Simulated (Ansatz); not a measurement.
Cl2Zn, triplet, at a GFN2-xTB geometry (such geometries of metal compounds can be far from the true shape) (a higher spin typed on purpose: for a closed-shell molecule this is an excited state); WB97X/6-31G* (Ansatz, a quantum-chemistry and plane-wave program).

Ansatz was given this input:
Ansatz 0.2 input:
```yaml
crystal:
  periodic: [false, false, false]
  atoms:
    - {symbol: Zn, position_ang: [0.26286815, 0.91445661, 0.50646119]}
    - {symbol: Cl, position_ang: [0.72550465, -0.58604969, -1.34253574]}
    - {symbol: Cl, position_ang: [-1.18938961, -1.02769727, 0.44878070]}
basis:
  gaussian:
    orbitals: 6-31G*
hamiltonian:
  xc: {name: wB97X}
magnetization: {spin_polarized: true, initial_magnetization: 2}
```

It wrote (shortened):

```
Functional definition: wB97X
658 factors; integrals over basis functions are off by at most 8.4e-4 eV
135 factors; integrals over basis functions are off by at most 1.9e-5 eV
mean field evaluation 1: about -73454.0472 eV, gradient 1.3e1 eV
mean field evaluation 2: about -73454.5884 eV, gradient 1.3e1 eV
mean field evaluation 4: about -73454.9542 eV, gradient 7.0e-1 eV
mean field evaluation 8: about -73454.9855 eV, gradient 5.4e-2 eV
mean field evaluation 16: about -73454.9858 eV, gradient 5.0e-4 eV
mean field -73454.98576675 eV, -2699.4209373506 hartree, gradient 2.2e-5 eV, S^2 2.007086; 1 other end points of the search recorded, 0 dependent functions left out
reference -73454.98574832 eV, -2699.4209366733 hartree; 33, 31 occupied and 41, 43 virtual orbitals, 658 factors
Total energy: -73454.98574832 eV, -2699.4209366733 hartree
```
